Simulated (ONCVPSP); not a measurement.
# What one change does to a pseudopotential (Be (Z = 4), ONCV)

ONCVPSP 4.0.1 input, shortened (lines: element, Z, core and valence counts, functional; n l f; lmax; l rc ep ncon nbas qcut; lloc lpopt rc5 dvloc0; l nproj debl; icmod fcfact rcfact), PBE, scalar-relativistic:

```
  Be 4.00    0    2        4      upf
    1    0    2.00
    2    0    2.00
    2
    0    0.95    0.00    5    8   10.20
    1    0.85    0.14    3    7    9.20
    2    0.85    0.41    3    8   12.20
    4    5    0.75    0.00
    0    2    2.80
    1    2    0.80
    2    2    3.70
    0    0.00    0.00
```

Change: functional LDA (Perdew-Zunger).

Cutoffs: the cutoffs (Ha) at which the residual kinetic energy of the hardest occupied pseudo-wave falls to 1 and 0.1 mHa per electron; they do not see the model core or the augmentation charge, which bear on the density cutoff. Errors are all-electron minus pseudo energies relative to the spin-unpolarised reference configuration.

Q: How do hardness, ghosts and transferability respond?

A: The potential gets neither clearly harder nor softer (128 Ha and 180 Ha → 126 Ha and 180 Ha); the errors of the 4 common tests hardly move; neither file shows a bound ghost.

| quantity | base | changed |
| --- | --- | --- |
| cutoff, loose | 128 Ha | 126 Ha |
| cutoff, tight | 180 Ha | 180 Ha |
| bound ghosts | none | none |
| GHOST(+) flags under 300 eV | none | none |
| error for 1s2 2s1, meV [ΔE 9.55 → 9.52 eV] | +0.7 | +0.7 |
| error for 1s2 2s0, meV [ΔE 27.50 → 27.30 eV] | +5.6 | +5.2 |
| error for 1s2 2s1.5, meV [ΔE 3.76 → 3.75 eV] | +0.1 | +0.1 |
| error for 1s2 2s1 2p1, meV [ΔE 3.61 → 3.52 eV] | +1.4 | +1.6 |
| s: phases at 0.96 bohr within 0.05 rad from the reference energy up to (Ha; the scan ends near 5) | to the end of the scan | to the end of the scan |
| p: phases at 0.86 bohr within 0.05 rad from the reference energy up to (Ha; the scan ends near 5) | to the end of the scan | to the end of the scan |
| d: phases at 0.86 bohr within 0.05 rad from the reference energy up to (Ha; the scan ends near 5) | to the end of the scan | to the end of the scan |
